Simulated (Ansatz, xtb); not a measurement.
**Two structures of FGeH3OSi2**

We compare X, a singlet given by its coordinates, with Y, a singlet given by its coordinates. Both are isolated molecules in the gas phase, relaxed with r2SCAN-D4/def2-SVP.

X (Å):

```xyz
8

F    -1.4960   -1.0670    0.2430
Ge    0.9321    1.2302    2.2360
O     0.8914   -0.0487    0.9369
Si   -0.4386    0.1243   -0.0921
Si   -1.0137    2.1692    0.8804
H    -0.0182   -0.0783   -1.5070
H    -0.6136    3.3532    0.0489
H    -2.4072    2.3697    1.3875
```

Close contacts (Å): F1–Si4 1.63, Ge2–O3 1.82, Ge2–Si5 2.55, O3–Si4 1.69, Si4–Si5 2.34, Si4–H6 1.49, Si5–H7 1.50, Si5–H8 1.50.

Y (Å):

```xyz
8

F     3.8159    2.0278   -1.9330
Ge    3.4613    0.0406    0.8231
O     2.1100    2.6581    0.0538
Si    2.0347    1.7355    1.4490
Si    2.6320    1.4039   -1.0136
H     2.6019   -1.2445    1.0045
H     1.3414    2.5284    2.5156
H     1.5224    1.0811   -1.9489
```

Close contacts (Å): F1–Si5 1.62, Ge2–Si4 2.30, Ge2–Si5 2.43, O3–Si4 1.67, O3–Si5 1.73, Ge2–H6 1.56, Si4–H7 1.50, Si5–H8 1.49.

Quicker runs give these differences E(Y) − E(X): GFN2-xTB −10.7 kcal/mol; HF/STO-3G +25.4 kcal/mol (at GFN2-xTB geometries); r2SCAN-D4/def2-SVP//GFN2-xTB +16.7 kcal/mol.

Which of the two would you expect CCSD(T)/def2-SVP + ΔMP2/def2-TZVPP electronic energies to favour?

Structure X; the calculation gives E(Y) − E(X) = +2.4 kcal/mol.

Level by level:

| level | geometry | E(Y) − E(X) (kcal/mol) | departure from the last row (kcal/mol) | job, with rough time for the two |
| --- | --- | --- | --- | --- |
| GFN2-xTB | GFN2-xTB | −10.7 | −13.1 | optimisation, 0.92 s |
| HF/STO-3G | GFN2-xTB | +25.4 | +22.9 | single point, 0.6 s |
| r2SCAN-D4/def2-SVP//GFN2-xTB | GFN2-xTB | +16.7 | +14.3 | single point, 5 s |
| r2SCAN-D4/def2-SVP | r2SCAN-D4/def2-SVP | +2.7 | +0.3 | optimisation, 97 s |
| HF/def2-SVP | r2SCAN-D4/def2-SVP | +15.3 | +12.9 | part of the CCSD(T) run |
| MP2/def2-SVP | r2SCAN-D4/def2-SVP | +4.5 | +2.1 | part of the CCSD(T) run |
| CCSD(T)/def2-SVP | r2SCAN-D4/def2-SVP | +7.2 | +4.7 | single point |
| CCSD(T)/def2-SVP + ΔMP2/def2-TZVPP | r2SCAN-D4/def2-SVP | +2.4 |  | single point, 42 s |

GFN2-xTB puts the two in the other order. The largest departure from CCSD(T)/def2-SVP + ΔMP2/def2-TZVPP is that of HF/STO-3G, 22.9 kcal/mol. The last row adds to CCSD(T) the change of the MP2 difference between the two basis sets, here −4.7 kcal/mol, a large step that makes the value less sure.

With harmonic frequencies from r2SCAN-D4/def2-SVP (ideal gas, rigid rotor, one conformer each, 298.15 K, 1 atm): on the last row, ΔE + ΔZPE = +2.5 kcal/mol. A mode under 50 cm⁻¹ makes harmonic enthalpies and free energies unreliable, so none is given.

The correlated steps freeze 21 core orbitals; the filled d shell of Ge is correlated, in a basis made for valence electrons. Programs: Ansatz 0.2.0, xtb 6.7.1; the last row on 2 threads of Arm Neoverse V1 on a shared host.
